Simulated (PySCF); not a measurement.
C$_{6}$H$_{8}$, charge +1, doublet, geometry from GFN2-xTB (a state made from the parent by changing its charge; the spin is typed, not shown lowest); MP2/def2-SVP run with PySCF.

The PySCF input:
```python
from pyscf import gto, scf, mp

mol = gto.Mole()
mol.atom = '''
    C     0.337779   -1.271194    0.508304
    C     1.386194   -0.463923    0.159040
    C     1.157608    0.836010   -0.350830
    C    -0.116734    1.303527   -0.524970
    C    -1.311245    0.518008   -0.206939
    C    -1.064175   -0.865465    0.386034
    H     0.527918   -2.259319    0.905064
    H     2.402560   -0.810937    0.272386
    H     2.004899    1.455624   -0.604686
    H    -0.276319    2.296121   -0.924034
    H    -1.917110    0.447628   -1.123899
    H    -1.955443    1.119933    0.450979
    H    -1.599548   -1.639928   -0.182951
    H    -1.523515   -0.950894    1.383305
'''
mol.basis = 'def2-svp'
mol.charge = 1
mol.spin = 1
mol.verbose = 5
mol.build()

mf = scf.UHF(mol)
mf.kernel()

pt = mp.MP2(mf, frozen=6)
pt.kernel()
print('E(MP2) = %.10f' % pt.e_tot)
```

Output, abridged:

```
PySCF version 2.14.0

[INPUT] verbose = 5
[INPUT] max_memory = 4000
[INPUT] num. atoms = 14
[INPUT] num. electrons = 43
[INPUT] charge = 1
[INPUT] spin (= nelec alpha-beta = 2S) = 1
[INPUT] symmetry False subgroup None
[INPUT] Mole.unit = angstrom
[INPUT] Symbol           X                Y                Z      unit          X                Y                Z       unit  Magmom
[...]
[INPUT] ---------------- BASIS SET ----------------
[INPUT] l, kappa, [nprim/nctr], expnt,             c_1 c_2 ...
[INPUT] C
[...]
                                186.29004992      0.040638409211
                                42.251176346      0.18025593888
                                11.676557932      0.46315121755
                                3.5930506482      0.44087173314
[...]
                                2.0103545142      0.21117025112
                                0.54771004707     0.51328172114
[...]
[INPUT] H
[...]
                                1.9622572         0.13796524
                                0.44453796        0.47831935
[...]
nuclear repulsion = 219.492248482976
number of shells = 60
number of NR pGTOs = 200
number of NR cGTOs = 124
basis = def2-svp
ecp = {}

******** <class 'pyscf.scf.uhf.UHF'> ********
method = UHF
initial guess = minao
damping factor = 0
level_shift factor = 0
DIIS = <class 'pyscf.scf.diis.CDIIS'>
diis_start_cycle = 1
diis_space = 8
diis_damp = 0
SCF conv_tol = 1e-09
SCF conv_tol_grad = None
SCF max_cycles = 50
direct_scf = True
direct_scf_tol = 1e-13
number electrons alpha = 22  beta = 21
Set gradient conv threshold to 3.16228e-05
E1 = -743.8218679594055  E2 = 291.1515986231282  Ecoul = 325.89120512785814  Exc = -34.73960650472992
init E= -233.178020853301
cond(S) = 17881.30105844631

  alpha mo_energy =
[-1.13151409e+01 -1.13113627e+01 -1.13110135e+01 -1.13085050e+01
 -1.13053890e+01 -1.13052633e+01 -1.65399636e+00 -1.33460853e+00
 -1.32127905e+00 -9.64627101e-01 -8.98353850e-01 -6.74277054e-01
 -6.32408390e-01 -5.81622444e-01 -4.92764590e-01 -4.75105680e-01
 -4.57422565e-01 -4.10637329e-01 -3.48225464e-01 -3.39973555e-01
 -3.30920183e-01 -1.71830876e-01 -6.28182665e-03  1.15316541e-01
  1.58395398e-01  1.64609150e-01  1.76913898e-01  1.78476737e-01
  2.02697788e-01  2.08969650e-01  2.41688884e-01  2.80289687e-01
  3.21833767e-01  3.32186920e-01  3.79026135e-01  4.18590310e-01
  5.11227229e-01  5.46203933e-01  5.63491979e-01  5.65577733e-01
  5.72666636e-01  5.85202944e-01  6.48946399e-01  6.59995674e-01
  6.87265554e-01  6.99100274e-01  7.20123466e-01  7.54180939e-01
  7.59314293e-01  7.61672299e-01  7.80722470e-01  7.93444797e-01
  8.04240696e-01  8.30565028e-01  8.39843130e-01  8.45877389e-01
  8.52525635e-01  8.60041903e-01  8.82965183e-01  8.97078485e-01
  9.20441754e-01  9.55997329e-01  9.67210013e-01  9.69729922e-01
  1.04222010e+00  1.08132826e+00  1.21687592e+00  1.30851537e+00
  1.32971979e+00  1.35877630e+00  1.40686295e+00  1.47064325e+00
  1.49278286e+00  1.57752843e+00  1.60688868e+00  1.66108984e+00
  1.78510586e+00  1.79813419e+00  1.86527436e+00  1.92230442e+00
  1.93536902e+00  1.93599724e+00  1.94609953e+00  1.96340436e+00
  2.00282784e+00  2.01511251e+00  2.03805437e+00  2.04675514e+00
  2.08358533e+00  2.12394169e+00  2.14482218e+00  2.15668460e+00
  2.19290240e+00  2.19879037e+00  2.20058061e+00  2.26337901e+00
  2.28908781e+00  2.32191818e+00  2.32309859e+00  2.37513888e+00
  2.38157749e+00  2.50605086e+00  2.51585181e+00  2.58793205e+00
  2.60225531e+00  2.62402820e+00  2.63719870e+00  2.64422999e+00
  2.75493861e+00  2.78654093e+00  2.85571901e+00  2.96261884e+00
  2.99919713e+00  3.02295296e+00  3.04289483e+00  3.05689751e+00
  3.11586482e+00  3.12695350e+00  3.18641407e+00  3.28193061e+00
  3.35133742e+00  3.37516132e+00  3.46581787e+00  3.82448571e+00]
  beta  mo_energy =
[-1.13151409e+01 -1.13113627e+01 -1.13110135e+01 -1.13085050e+01
 -1.13053890e+01 -1.13052633e+01 -1.65399636e+00 -1.33460853e+00
[...]
  6.07632134e-01  6.56077468e-01  6.63606109e-01  6.75801190e-01
  6.82989368e-01  7.03256709e-01  7.18042574e-01  7.18448313e-01
  7.26421632e-01  7.28406841e-01  7.40016989e-01  7.49339792e-01
  7.85665899e-01  8.02813608e-01  8.23019631e-01  8.29582729e-01
  8.97339066e-01  9.39345202e-01  1.04246197e+00  1.14826429e+00
  1.16767350e+00  1.20726272e+00  1.23518455e+00  1.28962810e+00
  1.31529521e+00  1.43404608e+00  1.45462584e+00  1.51588687e+00
  1.62589315e+00  1.63562644e+00  1.70838227e+00  1.75860014e+00
  1.77081683e+00  1.79046036e+00  1.79775502e+00  1.80717959e+00
  1.83879413e+00  1.85872536e+00  1.89087894e+00  1.91014710e+00
  1.93104535e+00  1.96998472e+00  1.99036761e+00  1.99618203e+00
  2.03477440e+00  2.03520927e+00  2.04774682e+00  2.11520173e+00
  2.13958491e+00  2.16974728e+00  2.17517246e+00  2.21388156e+00
  2.22581540e+00  2.36697034e+00  2.36808094e+00  2.41315281e+00
  2.46543043e+00  2.47520484e+00  2.49140990e+00  2.49303800e+00
  2.58656193e+00  2.63679117e+00  2.71853696e+00  2.82840165e+00
  2.85610704e+00  2.88293363e+00  2.89979894e+00  2.91651934e+00
  2.97220717e+00  2.97997275e+00  3.06076816e+00  3.14958425e+00
  3.21936376e+00  3.22971362e+00  3.32212850e+00  3.68004486e+00]
  beta  mo_energy =
[-1.14779049e+01 -1.14778998e+01 -1.14739445e+01 -1.14728941e+01
 -1.14286528e+01 -1.14281283e+01 -1.34751854e+00 -1.22472384e+00
 -1.21277735e+00 -1.05809631e+00 -1.02213716e+00 -9.17264563e-01
 -8.59748743e-01 -8.29539422e-01 -8.08177873e-01 -8.03408020e-01
 -7.69798880e-01 -6.98280202e-01 -6.87261643e-01 -6.85185299e-01
 -6.13566700e-01 -2.03377898e-01 -6.11124917e-02  6.73298695e-03
  4.06843548e-02  5.03282543e-02  6.20478150e-02  8.26088295e-02
  8.57261300e-02  9.00980368e-02  1.25663741e-01  1.49159735e-01
  2.00812241e-01  2.07073489e-01  2.48604886e-01  2.72398058e-01
  3.41221286e-01  3.94186401e-01  4.09289836e-01  4.14083361e-01
  4.29455991e-01  4.43520486e-01  5.02656027e-01  5.09203435e-01
  5.32362403e-01  5.47737947e-01  5.84131775e-01  6.10148524e-01
  6.31897262e-01  6.69142777e-01  6.76094930e-01  6.78328789e-01
  6.89516104e-01  7.13016731e-01  7.19818460e-01  7.22539693e-01
  7.26591318e-01  7.37301976e-01  7.44594035e-01  7.53457503e-01
  7.85436206e-01  8.13606297e-01  8.29199770e-01  8.35718781e-01
  9.03617934e-01  9.43410608e-01  1.05009445e+00  1.16316121e+00
  1.16739050e+00  1.21412186e+00  1.24450565e+00  1.31204048e+00
  1.32688959e+00  1.44003291e+00  1.45673902e+00  1.51708719e+00
  1.63903072e+00  1.64858346e+00  1.71063339e+00  1.76414829e+00
  1.78366395e+00  1.79624602e+00  1.80329902e+00  1.81677544e+00
  1.84517427e+00  1.86935205e+00  1.89133117e+00  1.91354500e+00
  1.93416875e+00  1.97938087e+00  2.00148473e+00  2.00720710e+00
  2.04036423e+00  2.04513602e+00  2.05733107e+00  2.11640862e+00
  2.14202961e+00  2.17258587e+00  2.17574346e+00  2.22977429e+00
  2.23898843e+00  2.36861676e+00  2.37144655e+00  2.42987120e+00
  2.46714193e+00  2.48971465e+00  2.49689136e+00  2.50077050e+00
  2.59691827e+00  2.64658449e+00  2.71957687e+00  2.83044057e+00
  2.86485673e+00  2.88452232e+00  2.90318427e+00  2.91844475e+00
  2.97664691e+00  2.98317809e+00  3.06290556e+00  3.15164622e+00
  3.22279130e+00  3.23191313e+00  3.32415569e+00  3.68222798e+00]
multiplicity <S^2> = 0.84896839  2S+1 = 2.0966339
E1 = -736.4042280800006  E2 = 285.5000052012469  Ecoul = 319.2039586933014  Exc = -33.703953492054495
Extra cycle  E= -231.411974395777  delta_E= -9.15e-12  |g|= 1.64e-06  |ddm|= 4.51e-06
converged SCF energy = -231.411974395777  <S^2> = 0.84896839  2S+1 = 2.0966339

******** <class 'pyscf.mp.ump2.UMP2'> ********
nocc = (np.int64(16), np.int64(15)), nmo = (118, 118)
frozen orbitals 6
transform (ia|jb) incore
E(UMP2) = -232.162708137189  E_corr = -0.750733741411295
E(SCS-UMP2) = -232.154541199184  E_corr = -0.742566803406619
E_corr(same-spin) = -0.182669638023387
E_corr(oppo-spin) = -0.568064103387908
E(MP2) = -232.1627081372
```
